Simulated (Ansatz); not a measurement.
```yaml
crystal:
  periodic: [false, false, false]
  atoms:
    - {symbol: C, position_ang: [-0.350588, 2.007636, -1.140245]}
    - {symbol: N, position_ang: [-0.810257, 0.795985, -0.791380]}
    - {symbol: B, position_ang: [-0.794235, -0.305412, -0.306401]}
    - {symbol: Si, position_ang: [0.635405, -1.382429, 1.191171]}
    - {symbol: H, position_ang: [0.100683, 2.011088, -1.704976]}
    - {symbol: H, position_ang: [-1.017253, 2.461787, -0.197611]}
    - {symbol: H, position_ang: [-1.587876, -1.348455, -0.636253]}
    - {symbol: H, position_ang: [1.797550, -2.227901, 0.566704]}
    - {symbol: H, position_ang: [-0.063728, -1.477952, 2.287643]}
    - {symbol: H, position_ang: [1.655580, -0.340952, 1.451086]}
basis:
  gaussian: {orbitals: STO-3G}
hamiltonian: {xc: {name: wB97M-V}, pseudopotentials: {relativity: none}}
accuracy: high
scf: {lower_state_search: full}
relax: {f_tol: 0.0001, max_steps: 2}
output: {forces: true}
```

```sh
$ ansatz run in.yaml --threads 2 --pin off --events-out ev --progress --plain --max-ram 4352MiB
```

Output, abridged:

```
Functional definition: wB97M-V
582 factors; integrals over basis functions are off by at most 1.9e-9 eV
231 factors; integrals over basis functions are off by at most 9.4e-10 eV
mean field evaluation 1: about -11032.7205 eV, gradient 2.0e1 eV
mean field evaluation 2: about -11032.6152 eV, gradient 2.0e1 eV
mean field evaluation 4: about -11034.2622 eV, gradient 2.1e0 eV
mean field evaluation 8: about -11034.2856 eV, gradient 9.3e-2 eV
mean field evaluation 16: about -11034.2856 eV, gradient 1.7e-5 eV
mean field -11034.28560102 eV, -405.5025165301 hartree, gradient 5.6e-8 eV, S^2 0.000000; 0 other end points of the search recorded, 0 dependent functions left out
reference -11034.28560441 eV, -405.5025166546 hartree; 19, 19 occupied and 11, 11 virtual orbitals, 582 factors
relax step   1: F+E_penalty+E_count = -11034.28560102 eV  Δ(F+E_penalty+E_count) = +0.000e0 eV  max|allowed force component| = 4.289e1 eV/Å  Δτ_max = 0.0000 Å  (30 SCF iters, accepted)
590 factors; integrals over basis functions are off by at most 1.9e-9 eV
232 factors; integrals over basis functions are off by at most 6.6e-10 eV
mean field -11044.69235126 eV, -405.8849575474 hartree, gradient 1.6e-8 eV, S^2 0.000000; 0 other end points of the search recorded, 0 dependent functions left out
reference -11044.69235469 eV, -405.8849576733 hartree; 19, 19 occupied and 11, 11 virtual orbitals, 590 factors
relax step   2: F+E_penalty+E_count = -11044.69235126 eV  Δ(F+E_penalty+E_count) = -1.041e1 eV  max|allowed force component| = 4.642e0 eV/Å  Δτ_max = 0.1910 Å  (43 SCF iters, accepted)
Error: geometry relaxation did not converge after 2 steps: max|allowed force component| = 4.64e0 eV/Å (threshold 1.0e-4). Raise `relax.max_steps` over both its present limit and 2, loosen `relax.f_tol`, or start from a geometry closer to equilibrium. Where this run's directory can be resumed (`checkpoint.write`), a resume goes on for up to `relax.max_steps` more
```

In this input the relaxation is allowed too few steps for its threshold. The calculation stopped without meeting its thresholds.
